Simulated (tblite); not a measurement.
Start geometry of `C=C1CCC[C@@H]1C1CCC1` from a force field or distance geometry (Å):
```
atom  x, y, z in Å
C1    -1.560   -1.786   -1.076
C2    -1.457   -0.651   -0.371
C3    -2.480    0.433   -0.346
C4    -1.848    1.545    0.476
C5    -0.924    0.790    1.448
C6    -0.332   -0.341    0.595
C7     0.904    0.139   -0.179
C8     2.179    0.431    0.681
C9     3.007   -0.134   -0.495
C10    1.754   -0.954   -0.883
H11   -0.819   -2.565   -1.029
H12   -2.427   -1.956   -1.720
H13   -3.407    0.079    0.149
H14   -2.730    0.792   -1.357
H15   -2.596    2.146    1.018
H16   -1.273    2.216   -0.144
H17   -0.170    1.460    1.879
H18   -1.515    0.365    2.264
H19   -0.086   -1.194    1.242
H20    0.685    0.976   -0.846
H21    2.347    1.483    0.927
H22    2.253   -0.169    1.594
H23    3.288    0.634   -1.225
H24    3.882   -0.715   -0.223
H25    1.726   -1.937   -0.412
H26    1.578   -1.066   -1.955
```

Q: What comes out of this run: GFN2-xTB geometry optimisation, gas phase in tblite?

A: 
```
atom  x, y, z in Å
C1    -1.5413   -1.7848   -1.0684
C2    -1.4478   -0.6818   -0.3476
C3    -2.4788    0.4176   -0.3212
C4    -1.8614    1.5256    0.5347
C5    -0.9059    0.7798    1.4653
C6    -0.3155   -0.3306    0.5867
C7     0.8967    0.1660   -0.2029
C8     2.1538    0.5420    0.6050
C9     3.0090   -0.2507   -0.3938
C10    1.7300   -0.8823   -0.9619
H11   -0.7933   -2.5574   -1.0351
H12   -2.3771   -1.9603   -1.7254
H13   -3.3935    0.0402    0.1432
H14   -2.7356    0.7571   -1.3252
H15   -2.6115    2.0958    1.0817
H16   -1.3022    2.2206   -0.0930
H17   -0.1381    1.4292    1.8829
H18   -1.4665    0.3351    2.2896
H19   -0.0087   -1.1947    1.1830
H20    0.5916    0.9784   -0.8639
H21    2.3765    1.6039    0.6903
H22    2.1544    0.0993    1.5997
H23    3.5148    0.3904   -1.1130
H24    3.7349   -0.9386    0.0352
H25    1.5652   -1.8905   -0.5878
H26    1.6291   -0.8867   -2.0450
```

The energy falls by 18.4 kJ/mol over 65 L-BFGS steps, the largest force on an atom goes from 1.69 to 0.007 eV/Å, and the atoms move by 0.155 Å rms after alignment. The bond that changes most is C7–C8 (both ends four-membered-ring carbon), which shortens by 0.025 Å. Bonds longer at the end by more than 0.005 Å: 3 of 27; shorter: 16. Among the angles that change most is C6–C7–H20, from 112.7° to 109.4°. Among the dihedrals that turn most is H20–C7–C10–C9, from 85° to 100°. Rotational constants go from 2289, 980.2, 769.9 to 2296, 992.5, 772.5 MHz. The orientation of the end geometry is arbitrary; only internal coordinates are fixed.

Its GFN2-xTB frequencies are all real (lowest 53 cm⁻¹). The numbers are those of one conformer.

The numbers are calculated, not measured.
